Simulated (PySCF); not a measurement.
**Electron correlation in Sn²⁺ (tin, charge +2)**

[Kr] 4d10 5s2, closed-shell 1S. Computed with PySCF 2.14 in cc-pVTZ-PP with ECP28MDF, with a scalar-relativistic core potential. Frozen: 4s2 4p6 4d10; 2 electrons correlated.

Total MP2 correlation energy: -24.65 mhartree.

Same-spin part 0.00 and opposite-spin part -24.65 mhartree; SCS-MP2 scales them by 1/3 and 6/5 to -29.58 mhartree.

With two correlated electrons CCSD is exact within the correlated space (frozen core and kept virtual orbitals).

```json
{"level": "CCSD", "correlation energy (mhartree)": "-34.12"}
```

Diagnostics: T1 = 0.0038, D1 = 0.0054, largest double amplitude 0.100.

Cost of the coupled-cluster step: 0.09 s of wall time on 1 thread of Neoverse-V1 (shared host), for 2 correlated electrons.

Iterations:

```
CC2 = 0
CCSD nocc = 1, nmo = 30
frozen orbitals [0, 1, 2, 3, 4, 5, 6, 7, 8]
max_cycle = 100
direct = 0
conv_tol = 1e-08
conv_tol_normt = 1e-06
diis_space = 8
diis_start_cycle = 0
Init t2, MP2 energy = -212.607920334728  E_corr(MP2) -0.0246478490192606
Init E_corr(CCSD) = -0.0246478490205782
cycle = 1  E_corr(CCSD) = -0.0305687611581033  dE = -0.00592091214  norm(t1,t2) = 0.0399245
cycle = 2  E_corr(CCSD) = -0.0326584700854809  dE = -0.00208970893  norm(t1,t2) = 0.0165645
cycle = 3  E_corr(CCSD) = -0.0341331272340759  dE = -0.00147465715  norm(t1,t2) = 0.00710634
cycle = 4  E_corr(CCSD) = -0.0341192197007974  dE = 1.39075333e-05  norm(t1,t2) = 0.000206177
cycle = 5  E_corr(CCSD) = -0.0341211826918472  dE = -1.96299105e-06  norm(t1,t2) = 1.64858e-05
cycle = 6  E_corr(CCSD) = -0.0341204050433  dE = 7.77648547e-07  norm(t1,t2) = 3.0475e-06
cycle = 7  E_corr(CCSD) = -0.0341205626952754  dE = -1.57651975e-07  norm(t1,t2) = 6.90863e-07
cycle = 8  E_corr(CCSD) = -0.0341205536862689  dE = 9.00900648e-09  norm(t1,t2) = 8.30336e-08
CCSD converged
E(CCSD) = -212.6173930393948  E_corr = -0.03412055368626888
```
